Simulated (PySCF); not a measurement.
**Hf: excitation energy**

Hf [Xe] 4f14 5d2 6s2 (3F) → Hf [Xe] 4f14 5d3 6s1 (5F), as a difference of total energies. Computed with PySCF 2.14 in aug-cc-pVTZ-PP with ECP60MDF (6s6p5d3f2g, 88 functions), with a scalar-relativistic core potential. Correlated levels: valence: 5s2 5p6 frozen. The calculations carry no spin-orbit coupling.

```json
{"method": "UHF", "excitation energy (eV)": "0.929"}
{"method": "MP2 (valence)", "excitation energy (eV)": "1.525"}
{"method": "SCS-MP2 (valence)", "excitation energy (eV)": "2.031"}
{"method": "CCSD (valence)", "excitation energy (eV)": "1.618"}
{"method": "CCSD(T) (valence)", "excitation energy (eV)": "1.683"}
```

How much does correlation contribute at CCSD(T) (valence)?

1.683 − (0.929) = 0.754 eV, measured against UHF.
